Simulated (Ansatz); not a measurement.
The cluster W₃ (the lowest singlet isomer of a short search) was relaxed with PBE-D4 (def2-TZVP) in Ansatz in these states: neutral quintet, neutral triplet. The geometries follow in no particular order.

In the def2 sets W takes a core potential; there is no spin–orbit coupling.

A:

```xyz
3

W     0.910    0.575   -0.772
W    -1.068    0.682    0.385
W     0.158   -1.257    0.387
```

B:

```xyz
3

W     0.0974    1.3807   -0.2831
W     0.0767   -1.0667   -0.9238
W    -0.1741   -0.3140    1.2069
```

Problem. Judge from the bond lengths which geometry belongs to which state (an estimate).

Solution. A is the neutral triplet (W1–W2 2.294 Å, W1–W3 2.294 Å, W2–W3 2.294 Å); B is the neutral quintet (W1–W2 2.530 Å, W1–W3 2.273 Å, W2–W3 2.274 Å).

At PBE0-D4/def2-TZVP a triplet lies 0.53 eV below the neutral quintet. These are the stationary points nearest to one start from a short search; other shapes may lie lower in each state.
